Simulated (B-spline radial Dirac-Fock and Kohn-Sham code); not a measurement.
Fe²¹⁺: eigenvalues, ΔSCF and the reference

System: Fe²¹⁺, configuration [He] 2s2 2p1.

The density-functional columns are spherical, spin-unpolarised Dirac-Kohn-Sham results without Breit or QED terms: −ε is minus the orbital energy of the initial state and ΔSCF the difference of two total energies. The reference in the last column comes from Dirac-Fock energy differences between relaxed states, corrected for Breit and QED terms. All numbers are from a B-spline atomic structure program, in eV; a selection of levels is shown. For the 1s level of heavy atoms much of the gap between ΔSCF and the reference is the Breit and QED part, -10.5 eV here; for other levels the error of the functional can be larger.

```csv
level,LDA −ε,LDA ΔSCF,Dirac-Fock
K (1s),8226.9,8417.7,8400.0
L1 (2s),1806.7,1852.5,1846.6
"L2,3 (2p)",1731.6,1785.4,1790.5
```

Values without a named source are computed, but for edge energies of neutral atoms, which are taken from tables.
